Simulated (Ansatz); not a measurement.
Reaction (ligand exchange at the Si–Br bond): `Br[SiH]1CC1` + H₂S → `S[SiH]1CC1` + HBr

Calculated with Ansatz (gas phase, PBE0-D4/def2-TZVP geometries, no zero-point term in ΔE). CCSD(T)/CBS is the MP2 limit (def2-TZVPP, def2-QZVPP) plus CCSD(T) − MP2 in def2-TZVPP, frozen cores. This one scheme is used for every species. For Br outer-core shells are correlated without core-valence functions, which leaves a few kJ/mol of doubt a bond. Scalar relativity is left out up to krypton. Each species was taken in one conformer, which may not be the lowest.

| species | HF/def2-TZVPP energy (Eh) |
| --- | --- |
| `Br[SiH]1CC1` | -2940.04100 |
| H₂S | -398.70765 |
| `S[SiH]1CC1` | -765.73071 |
| HBr | -2573.00153 |

(1) Work out ΔE.

Largest T1 diagnostic among the species: 0.011.

Answers

(1) ΔE = (-765.73071) + (-2573.00153) − (-2940.04100) − (-398.70765) = 0.01641 Eh = +43.1 kJ/mol. CCSD(T)/CBS gives +35.1 kJ/mol.

In def2-TZVPP, CCSD(T) changes the Hartree–Fock value by −10.5 kJ/mol (the triples alone add −1.9 kJ/mol) and MP2 by −9.3 kJ/mol.
